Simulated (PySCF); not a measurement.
IIn, neutral, multiplicity 1. Atoms are numbered in the order given.

```xyz
2

In     0.0000     0.0000    -1.4401
I      0.0000     0.0000     1.3314
```

Coordinates come from a PBE0-D3(BJ)/def2-TZVP optimisation. The def2 effective core potentials stand for the cores of I, In; spin–orbit coupling is left out.

These are IEF-PCM-ωB97X/def2-SVP in PySCF values and carry that method's errors.

The values are the electrostatic part of the solvation free energy, E(continuum) − E(gas) at the gas-phase geometry, in a cavity of scaled van der Waals radii (PySCF's table); cavitation and dispersion terms are not included. A continuum can't describe solvent molecules that bind to the metal. In vacuum the orbital gap is 8.45 eV. The dipole moment in vacuum is 3.60 D.

Computed values in water (ε = 78.36), 2-propanol (ε = 19.26), ethylethanoate (ε = 5.99):
```
solvent             ε  ΔG(elec) (kcal/mol)  dipole (D)  gap (eV)
--------------  -----  -------------------  ----------  --------
water           78.36                 -7.1        5.71      8.90
2-propanol      19.26                 -6.7        5.57      8.87
ethylethanoate   5.99                 -5.4        5.20      8.79
```
